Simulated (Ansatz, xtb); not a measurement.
**Isomers of C3H5BrN2Si in order of energy**

9 gas-phase structures of C3H5BrN2Si, from a drawn sample of its isomers (lower ones may exist). Each was relaxed with GFN2-xTB:

A. `[SiH3]c1[nH]cnc1Br`, a singlet
B. `[SiH3]n1cnc(Br)c1`, a singlet
C. `[SiH3]c1nc(Br)c[nH]1`, a singlet
D. `[SiH3]c1nc[nH]c1Br`, a singlet
E. `[SiH3]n1cncc1Br`, a singlet
F. `[SiH3]n1ccnc1Br`, a singlet
G. `[SiH3]c1ncc(Br)[nH]1`, a singlet
H. `[SiH3]c1c[nH]c(Br)n1`, a singlet
I. `[SiH3]c1cnc(Br)[nH]1`, a singlet

Make a reasoned guess at their ranking by r2SCAN-D4/def2-SVP//GFN2-xTB single-point energy.

Calculated order at r2SCAN-D4/def2-SVP//GFN2-xTB: F (0.0), B (0.7), E (2.6), A (19.4), I (27.9), C (29.4), H (31.6), G (35.8), D (36.9) kJ/mol. Less than 1 kcal/mol parts F and B; B and E; I and C; C and H; G and D, so the order within those pairs means little.

Energies above the lowest of each column, in kJ/mol; the last columns are at r2SCAN-D4/def2-SVP geometries and were run for some of them only (a dash: not run or not comparable):

| structure | GFN2-xTB | HF/STO-3G | r2SCAN-D4/def2-SVP//GFN2-xTB | r2SCAN-D4/def2-SVP | CCSD(T)/def2-SVP + ΔMP2/def2-TZVPP |
| --- | --- | --- | --- | --- | --- |
| F | 0.0 | 3.8 | 0.0 | 0.0 | 0.0 |
| B | 8.2 | 0.0 | 0.7 | 2.1 | 0.7 |
| E | 3.1 | 7.5 | 2.6 | 2.7 | 1.2 |
| A | 89.9 | 57.4 | 19.4 | 23.5 | 36.5 |
| I | 95.7 | 59.3 | 27.9 | 30.0 | 42.3 |
| C | 98.1 | 57.5 | 29.4 | 34.3 | 46.2 |
| H | 102.7 | 62.8 | 31.6 | – | – |
| G | 101.1 | 63.4 | 35.8 | – | – |
| D | 101.3 | 68.4 | 36.9 | – | – |

CCSD(T)/def2-SVP + ΔMP2/def2-TZVPP has B and E and F within 1 kcal/mol of each other at the bottom, and every level picks one of them. Frequencies (GFN2-xTB) were run for A, B, C, E, F, I alone. ΔMP2 is the change of the MP2 energy from the smaller to the larger basis.

Over these structures GFN2-xTB departs from r2SCAN-D4/def2-SVP//GFN2-xTB by 29.0 kJ/mol on average once a common shift is removed. A GFN2-xTB relaxation took about 0.92 s and the r2SCAN-D4/def2-SVP//GFN2-xTB energy about 16 s on a shared host (Ansatz 0.2.0, xtb 6.7.1).
